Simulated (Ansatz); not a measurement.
Reaction (redistribution): `O[SiH](Cl)[S][GeH2][Cl]` + `C[SiH](O)F` → `O[Si@H](Cl)[Si@@H](O)F` + `C[S][GeH2][Cl]`

Isolated molecules relaxed with PBE0-D4/def2-TZVP in Ansatz; ΔE leaves out vibrations. CCSD(T)/CBS adds triple-zeta CCSD(T) − MP2 to the extrapolated MP2 energy (def2 sets, frozen cores). DFT in def2-TZVPP. B3LYP here is the variant with VWN-RPA as its local correlation; programs differ in this. For Ge outer-core shells are correlated without core-valence functions, which leaves a few kJ/mol of doubt a bond. Scalar relativity is left out up to krypton. One conformer a species, not always the lowest.

Is it downhill or uphill in electronic energy at CCSD(T)/CBS, and by how much? (An estimate is asked.)

Computed: Uphill: ΔE = +154.6 kJ/mol.

What do these levels give: PBE-D4, ωB97X-V, ωB97M-V, PBE, B3LYP, CCSD/CBS(def2)? (Best estimate.)

Computed: PBE-D4 135.6, ωB97X-V 147.7, ωB97M-V 158.1, PBE 132.0, B3LYP 139.6, CCSD/CBS(def2) 154.6 kJ/mol.

Largest T1 diagnostic among the species: 0.012.

From PBE to PBE0 (25 % exact exchange), in def2-TZVPP and without D4, ΔE moves by +10.2 kJ/mol. The D4 term adds +6.1 kJ/mol with B3LYP and +3.2 kJ/mol with PBE0; it sums over pairs of atoms, weighted by their polarisabilities, and B3LYP, whose exchange is more repulsive, gets the larger term.
